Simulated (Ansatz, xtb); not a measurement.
# Isomers of C4H4ClF3 in order of energy

3 gas-phase structures of C4H4ClF3, from a drawn sample of its isomers (lower ones may exist). Each was relaxed with GFN2-xTB:

A. `FC(F)(F)C1(Cl)CC1`, a singlet
B. `FC(F)(F)[C@@H]1C[C@@H]1Cl`, a singlet
C. `FC(F)(F)[C@@H]1C[C@H]1Cl`, a singlet

Make a reasoned guess at their ranking by r2SCAN-D4/def2-SVP single-point energy.

Calculated order at r2SCAN-D4/def2-SVP: C (0.0), A (4.9), B (9.4) kJ/mol.

Energies above the lowest of each column, in kJ/mol; the last columns are at PBE0-D3(BJ)/def2-SVP geometries:

```tsv
structure	GFN2-xTB	HF/STO-3G	r2SCAN-D4/def2-SVP	PBE0-D3(BJ)/def2-SVP	CCSD(T)/def2-SVP + ΔMP2/def2-TZVPP
C	0.0	0.0	0.0	0.0	0.0
A	5.7	5.9	4.9	6.9	6.0
B	7.2	6.1	9.4	9.5	11.5
```

Every level run on C puts it lowest or level with the lowest. ΔMP2 is the change of the MP2 energy from the smaller to the larger basis.

Programs: Ansatz 0.2.0, xtb 6.7.1.
